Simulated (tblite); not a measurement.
Species: C4H12BrFSi2.
SMILES with atom numbers: `[CH3:1][CH2:2][SiH2:3][C@@H:4]([F:5])[SiH2:6][CH2:7][Br:8]` (hydrogens: H9, H10, H11 on C1; H12, H13 on C2; H14, H15 on Si3; H16 on C4; H17, H18 on Si6; H19, H20 on C7)

Computed with GFN2-xTB (tblite), gas phase: L-BFGS steps from a force-field or distance-geometry start until the largest atomic force falls under 0.01 eV/Å.

Step 24: E = -732.8037 eV
```
atom  x, y, z in Å  |  force x, y, z in eV/Å
C1     -3.6131    0.3002   -0.0396   -0.044  -0.005  -0.048
C2     -2.2038    0.1780    0.5300   -0.040   0.015   0.042
Si3    -0.9662   -0.5929   -0.6880   -0.005   0.018  -0.026
C4      0.7440   -0.8040    0.1756    0.045   0.028  -0.004
F5      1.1266   -2.1485    0.0349    0.032   0.007   0.009
Si6     2.1786    0.2501   -0.5306    0.004   0.020  -0.005
C7      3.5969    0.3363    0.7506   -0.072  -0.027   0.003
Br8     4.8573    1.7079    0.1746    0.024  -0.008  -0.020
H9     -3.6408    1.0082   -0.8628    0.041   0.052  -0.008
H10    -4.3127    0.6339    0.7255    0.020   0.034  -0.027
H11    -3.9644   -0.6534   -0.4234    0.012  -0.071   0.042
H12    -1.8567    1.1707    0.8220    0.006   0.036   0.026
H13    -2.2577   -0.4067    1.4495    0.049  -0.069   0.012
H14    -1.3852   -1.9195   -1.1379   -0.008  -0.010   0.016
H15    -0.7843    0.3095   -1.8322   -0.002  -0.029  -0.028
H16     0.6558   -0.6635    1.2592   -0.040   0.004  -0.030
H17     1.7051    1.6232   -0.7395    0.014  -0.041   0.012
H18     2.6883   -0.3767   -1.7511   -0.017   0.041   0.044
H19     4.1713   -0.5827    0.8446   -0.046   0.015  -0.016
H20     3.2560    0.6403    1.7382    0.027  -0.011   0.004
```

Step 25: E = -732.8052 eV
```
atom  x, y, z in Å  |  force x, y, z in eV/Å
C1     -3.6154    0.3009   -0.0398   -0.003  -0.005  -0.026
C2     -2.2042    0.1761    0.5296   -0.055   0.032   0.026
Si3    -0.9660   -0.5927   -0.6906   -0.039   0.026   0.012
C4      0.7431   -0.8027    0.1718    0.058   0.018  -0.006
F5      1.1279   -2.1468    0.0348    0.033  -0.003  -0.007
Si6     2.1774    0.2527   -0.5281    0.035   0.029  -0.015
C7      3.5969    0.3362    0.7518   -0.065  -0.013  -0.016
Br8     4.8599    1.7062    0.1727    0.009  -0.026  -0.013
H9     -3.6417    1.0070   -0.8653    0.045   0.039   0.005
H10    -4.3138    0.6392    0.7251    0.035   0.021  -0.039
H11    -3.9680   -0.6538   -0.4206    0.011  -0.057   0.046
H12    -1.8557    1.1682    0.8243   -0.007   0.019   0.022
H13    -2.2557   -0.4122    1.4475    0.035  -0.055  -0.002
H14    -1.3856   -1.9203   -1.1306   -0.017  -0.041  -0.006
H15    -0.7852    0.3068   -1.8346    0.000  -0.009  -0.055
H16     0.6540   -0.6624    1.2536   -0.052   0.017   0.027
H17     1.7078    1.6261   -0.7379    0.004  -0.031   0.012
H18     2.6918   -0.3744   -1.7456   -0.016   0.035   0.023
H19     4.1687   -0.5847    0.8418   -0.040   0.019  -0.004
H20     3.2589    0.6413    1.7396    0.029  -0.015   0.015
```

**Question.** Estimate the geometry and energy of step 26. (The exact step hangs on the optimiser's Hessian estimate; all steps are aligned on step 25, rigid shifts and turns removed.)

**Answer.** E = -732.8065 eV, largest force 0.087 eV/Å
```
atom  x, y, z in Å  |  force x, y, z in eV/Å
C1     -3.6173    0.3013   -0.0406    0.038  -0.006   0.002
C2     -2.2052    0.1750    0.5300   -0.040   0.033   0.005
Si3    -0.9664   -0.5918   -0.6928   -0.053   0.019   0.039
C4      0.7432   -0.8014    0.1684    0.040   0.006  -0.003
F5      1.1296   -2.1453    0.0347    0.032  -0.001  -0.019
Si6     2.1767    0.2556   -0.5261    0.043   0.025  -0.017
C7      3.5954    0.3358    0.7527   -0.032   0.011  -0.023
Br8     4.8621    1.7041    0.1706   -0.007  -0.044  -0.005
H9     -3.6412    1.0066   -0.8676    0.044   0.015   0.014
H10    -4.3142    0.6444    0.7237    0.035   0.012  -0.042
H11    -3.9706   -0.6554   -0.4171    0.011  -0.030   0.044
H12    -1.8548    1.1664    0.8272   -0.025   0.000   0.019
H13    -2.2528   -0.4184    1.4457    0.015  -0.032  -0.018
H14    -1.3864   -1.9215   -1.1238   -0.021  -0.052  -0.019
H15    -0.7857    0.3043   -1.8379   -0.002   0.001  -0.069
H16     0.6511   -0.6611    1.2487   -0.053   0.027   0.064
H17     1.7100    1.6283   -0.7363   -0.010  -0.005   0.009
H18     2.6945   -0.3716   -1.7399   -0.008   0.023  -0.011
H19     4.1650   -0.5864    0.8389   -0.031   0.013   0.005
H20     3.2619    0.6418    1.7412    0.023  -0.015   0.025
```

The energy changes by -0.0013 eV. The first-order estimate −F·Δx gives -0.0019 eV and the mean of the old and new forces, exact on a quadratic surface, -0.0014 eV. The step makes an angle of 65° with the force vector and moves no atom by more than 0.007 Å.

What follows is the cost of the whole relaxation. The run took 12 s wall on Intel Xeon at 2.70 GHz, one thread, on a shared host.
